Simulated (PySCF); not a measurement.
Bromocyclopentane, C5H9Br.
Atom-mapped SMILES: `[Br:1][CH:2]1[CH2:3][CH2:4][CH2:5][CH2:6]1` (hydrogens: H7 on C2; H8, H9 on C3; H10, H11 on C4; H12, H13 on C5; H14, H15 on C6)

Geometry (PBE0-D3(BJ)/def2-SVP, Å), atoms numbered from 1 in this order:
```xyz
15
C5H9Br angstrom
Br     1.2543    1.9121    1.2005
C      0.7690    0.8956   -0.4176
C      1.1232   -0.5718   -0.2435
C     -0.0107   -1.1448    0.6194
C     -1.2206   -0.2048    0.4011
C     -0.7408    0.8684   -0.5866
H      1.3103    1.4031   -1.2255
H      2.1276   -0.7307    0.1727
H      1.1109   -1.0264   -1.2500
H      0.2857   -1.1467    1.6784
H     -0.2326   -2.1880    0.3509
H     -1.5161    0.2640    1.3510
H     -2.1056   -0.7356    0.0209
H     -0.9423    0.5555   -1.6265
H     -1.2126    1.8506   -0.4454
```

Theory: TDDFT B3LYP/def2-SVPD, vertical, gas phase, core orbitals frozen in the response in PySCF 2.14.0, density-fitted response routines. Relativistic effects, spin–orbit coupling among them, are left out although an element past zinc is present.

Kohn–Sham orbitals with the atoms that hold most of them (Löwdin shares over 4%, at most four atoms; ? is withheld):

| orbital | ε (eV) | atoms |
| --- | --- | --- |
| HOMO-3 | -9.19 | Br1 36%, C2 15%, C6 11%, C3 10% |
| HOMO-2 | -8.90 | C4 19%, C5 19%, H12 11%, H10 11% |
| HOMO-1 | -7.53 | Br1 81%, C2 10% |
| HOMO | ? | ? |
| LUMO | -0.32 | ? |
| LUMO+1 | 0.23 | Br1 12%, C3 10%, C6 10%, H9 10% |
| LUMO+2 | 0.85 | Br1 32%, H12 12%, H10 12%, C5 7% |

Problem. Give the leading atoms of the LUMO.

Solution. Br1 (bonded to C) 57%; C2 (bonded to Br, 2 C and H) 27%.

Problem. Which atoms hold the HOMO, and with what shares?

Solution. Br1 (bonded to C) 80%; C2 (bonded to Br, 2 C and H) 7%; C3 (bonded to 2 C and 2 H) 4%; C6 (bonded to 2 C and 2 H) 4%. By element: bromine 80%, carbon 15% or more.

Problem. What is the HOMO energy, and the HOMO–LUMO gap?

Solution. ε(HOMO) = -7.48 eV; the gap is 7.17 eV (0.2634 hartree).

Problem. The HOMO–LUMO gap is 7.17 eV. Where does the response calculation put the lowest singlet, and from which orbitals?

Solution. S1 is at 5.98 eV (f = 0.0012), 1.19 eV below the gap, made of HOMO→LUMO (99%). Without the coupling terms of the response equations the lowest excitation would equal the gap.

Problem. Give energy, strength and leading configuration of S1, S2, S3, S4 and S7, and follow the Löwdin shares of the leading atoms from the occupied to the empty orbital.

Solution. 
- S1 (5.98 eV, f 0.0012), HOMO→LUMO (99%): Br1 80% → 57%, C2 7% → 27%
- S2 (5.98 eV, f 0.0011), HOMO-1→LUMO (99%): Br1 81% → 57%, C2 10% → 27%
- S3 (6.91 eV, f 0.036), HOMO→LUMO+1 (98%): Br1 80% → 12%, C2 7% → at most 10%, C3 4% → 10%
- S4 (6.97 eV, f 0.031), HOMO-1→LUMO+1 (97%): Br1 81% → 12%, C2 10% → at most 10%, C3 at most 4% → 10%
- S7 (7.71 eV, f 0.0029), HOMO-2→LUMO (98%): C4 19% → at most 4%, C5 19% → at most 4%, Br1 at most 11% → 57%, C2 at most 11% → 27%

One conformer stands for the species.
